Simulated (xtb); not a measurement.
C2H6Bi, doublet, geometry from GFN2-xTB (such geometries of metal compounds can be far from the true shape) (the spin is typed, not shown lowest), atoms displaced at random by about 0.1 Å a coordinate. Base run: GFN1-xTB (xtb).

Input for xtb:
```
$ xtb mol.xyz --gfn 1 --uhf 1 --opt --json

# file mol.xyz
9

Bi     0.20957853     0.00255384     0.07389040
C      0.28969488     0.21402743    -1.99497147
H      0.91519609    -0.44594335    -2.33094104
H      1.07743773     1.15578650    -2.32432190
H     -0.55950562     0.18248626    -2.53107824
C     -2.30580463    -0.13148050    -0.02807552
H     -2.50835547    -1.07022761    -0.70974657
H     -2.47274085     0.84207693    -0.25792134
H     -2.50410958    -0.18133625     0.88243452
```

Each row names what was changed in the base input (with any setting that the change needs).

| change | ΔE vs base (µEh) | optimiser steps |
|---|---|---|
| base | 0.0 | 13 |
| opt level = extreme | -147 | 142 |
| alpb = ether | -4279 | 14 |
| opt level = sloppy | 108 | 8 |
| engine = inertial | 16.4 | - |
| opt level = crude | 108 | 8 |
| opt level = loose | 22.9 | 10 |
| opt level = lax | 10.8 | 11 |
| opt level = vtight | -1.0 | 16 |
| alpb = acetonitrile | -4177 | 13 |
